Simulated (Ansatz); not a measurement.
Relaxation of ClF3H2O2W (9 atoms, charge 0, multiplicity 1), to a largest force component of 0.02 eV/Å in at most 40 steps.

Computed with RKS B3LYP-D4/def2-SVP in Ansatz 0.2.0.

```xyz
9
Properties=species:S:1:pos:R:3
W 0.000 0.000 0.000
O 0.000 0.000 1.940
H -0.909 -0.281 2.277
F 1.850 0.000 0.000
F 0.000 1.850 0.000
F -1.850 0.000 0.000
Cl 0.000 -2.390 0.000
O 0.000 0.000 -1.940
H 0.528 0.792 -2.277
```

Question: Where does it end, and by what steps?

Answer: The forces met the threshold. After 12 steps the energy has fallen by 0.672 eV; H3 moved furthest, 1.00 Å.

```json
{"step": "0", "energy less start (eV)": "0.0000", "largest force component (eV/Å)": "2.318", "accepted": "yes"}
{"step": "1", "energy less start (eV)": "-0.3140", "largest force component (eV/Å)": "1.430", "accepted": "yes"}
{"step": "2", "energy less start (eV)": "-0.4730", "largest force component (eV/Å)": "1.249", "accepted": "yes"}
{"step": "3", "energy less start (eV)": "-0.5805", "largest force component (eV/Å)": "0.384", "accepted": "yes"}
{"step": "4", "energy less start (eV)": "-0.6207", "largest force component (eV/Å)": "0.572", "accepted": "yes"}
{"step": "5", "energy less start (eV)": "-0.6323", "largest force component (eV/Å)": "0.658", "accepted": "yes"}
{"step": "6", "energy less start (eV)": "-0.6582", "largest force component (eV/Å)": "0.172", "accepted": "yes"}
{"step": "7", "energy less start (eV)": "-0.6638", "largest force component (eV/Å)": "0.106", "accepted": "yes"}
{"step": "8", "energy less start (eV)": "-0.6443", "largest force component (eV/Å)": "0.851", "accepted": "no"}
{"step": "9", "energy less start (eV)": "-0.6699", "largest force component (eV/Å)": "0.045", "accepted": "yes"}
{"step": "10", "energy less start (eV)": "-0.6704", "largest force component (eV/Å)": "0.293", "accepted": "yes"}
{"step": "11", "energy less start (eV)": "-0.6720", "largest force component (eV/Å)": "0.023", "accepted": "yes"}
{"step": "12", "energy less start (eV)": "-0.6721", "largest force component (eV/Å)": "0.007", "accepted": "yes"}
```

```xyz
9
Properties=species:S:1:pos:R:3
W -0.031 -0.241 -0.021
O -0.294 -0.170 1.824
H -0.409 0.569 2.438
F 1.824 -0.189 0.239
F -0.132 1.658 0.148
F -1.883 -0.339 -0.286
Cl 0.091 -2.526 -0.226
O 0.208 0.183 -1.822
H 0.243 1.027 -2.294
```

Time of the run: 46 s on 4 threads of Arm Neoverse V1 (shared host), peak memory 0.36 GiB.
